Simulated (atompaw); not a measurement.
Er (Z = 68): from the effect back to the setting (PAW (atompaw))

Base potential:

atompaw 4.2.0.5 input, output lines left out:

```
Er 68
LDA-PW scalarrelativistic loggrid 2001 logderivrange -6 5 276
6 6 5 4 0 0
6 1 0
5 2 0
4 3 12
0 0 0
c
c
c
c
v
v
c
c
c
v
v
c
c
v
v
3
3.00 2.20 2.55 2.85
n
n
y
2.25
n
y
0.75
n
custom polynom vanderbiltortho sinc
bessel
1.65
3.00
2.20
2.40
3.00
3.00
1.35
1.35
```

Cutoffs, loose and tight: the cutoffs (Ry, on a coarse ladder) from which the occupation-weighted sum of valence levels, in a spherical-Bessel basis at the reference potential, stays within 10 and 1 mRy of its value at 400 Ry. They see the waves, projectors and local potential, not the compensation charge or the core.

Only the scale of all radii (base = 1) is moved (1 further runs of the sweep failed or gave no value and are left out):

```tsv
scale of all radii (base = 1)	cutoff, loose	cutoff, tight	bound ghosts
0.83	180 Ry	300 Ry	none
0.93	140 Ry	230 Ry	none
0.99	110 Ry	180 Ry	none
1.06	100 Ry	160 Ry	none
1.15	90 Ry	140 Ry	none
1.29	70 Ry	100 Ry	none
```

**Question.** One more run gave cutoff, loose: 80 Ry; cutoff, tight: 120 Ry; bound ghosts: none. Which value of the scale of all radii (base = 1) was used?

**Answer.** 1.2. The loose cutoff moves one way along this sweep, from 180 Ry at 0.83 to 70 Ry at 1.29, which places the run between 1.15 and 1.29.
